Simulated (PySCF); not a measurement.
# Dy⁺ (dysprosium, charge +1): UHF calculation

Configuration: [Xe] 4f9 5d1 6s1, one real determinant (an excited configuration). All numbers are calculated (PySCF 2.14, the spin-free X2C one-electron Hamiltonian (Gaussian nucleus), in ANO-RCC-VTZP (8s7p5d3f2g1h, 104 functions)).

| Quantity | Value |
| --- | --- |
| Total energy | -12151.758817 hartree |
| One-electron energy | -16620.2895 hartree |
| Hartree (Coulomb) energy | 4731.3243 hartree |
| Exchange energy | -262.7936 hartree |
| ⟨S²⟩ | 15.7559 |
| ⟨L²⟩ | 30.050 |
| Sum of ⟨r⟩ | 40.22 bohr |
| Sum of ⟨r²⟩ | 58.00 bohr² |
| Traceless quadrupole moment −½Σ⟨3z² − r²⟩ along its main axis | 1.94 e·bohr² |
| Langevin diamagnetic susceptibility | -45.9 ×10⁻⁶ cm³/mol |

```tsv
shell	electrons	mean orbital energy (eV)	spread (eV)	rms radius, mean of both spins (bohr)
1s α	1	-54059.5	0	0.0240
1s β	1	-54059.4	0	0.0240
2s α	1	-9138.3	0	0.0971
2s β	1	-9138.0	0	0.0971
2p α	3	-8119.5	0.277	0.0874
2p β	3	-8119.3	0.189	0.0874
3s α	1	-2100.0	0	0.250
3s β	1	-2096.2	0	0.250
3p α	3	-1779.8	1.485	0.250
3p β	3	-1775.6	0.676	0.250
3d α	5	-1359.4	1.583	0.230
3d β	5	-1354.9	0.814	0.230
4s α	1	-455.90	0	0.563
4s β	1	-446.42	0	0.563
4p α	3	-347.77	2.401	0.598
4p β	3	-337.39	0.332	0.598
4d α	5	-196.58	3.008	0.657
4d β	5	-183.15	3.018	0.657
5s α	1	-72.515	0	1.39
5s β	1	-68.447	0	1.39
5p α	3	-43.359	1.640	1.62
5p β	3	-39.769	0.477	1.62
4f α	7	-29.646	2.691	0.888
4f β	2	-23.659	0.233	0.888
5d α	1	-12.981	0	2.75
6s α	1	-11.776	0	3.94
```

⟨L²⟩ = 30.05 against 56 for a pure K term, so this real determinant mixes terms. Spin-orbit coupling, absent here, splits the open shell strongly.

Densities and radii are taken from the X2C orbitals without a picture-change correction, which distorts them close to the nucleus.

Spin-orbit constants ζ (cm⁻¹) from the X2C one-electron operator on these orbitals: bare nucleus, nucleus screened by l(l+1)(2l+1)/3 electrons, and screened by the Breit-Pauli mean field of the electrons.

| shell | bare | screened nucleus | mean field |
| --- | --- | --- | --- |
| 2p | 4144000 | 4019000 | n/a |
| 3p | 869500 | 843100 | n/a |
| 3d | 135500 | 115000 | n/a |
| 4p | 191200 | 185400 | n/a |
| 4d | 25300 | 21470 | n/a |
| 4f | 3789 | 2182 | n/a |
| 5p | 24500 | 23760 | n/a |
| 5d | 1313 | 1114 | n/a |

To first order the Landé constant is A = -177.2 cm⁻¹, so the lowest level has J = 21/2 and lies 0.538 eV below the centre of the term. This holds in LS coupling only.
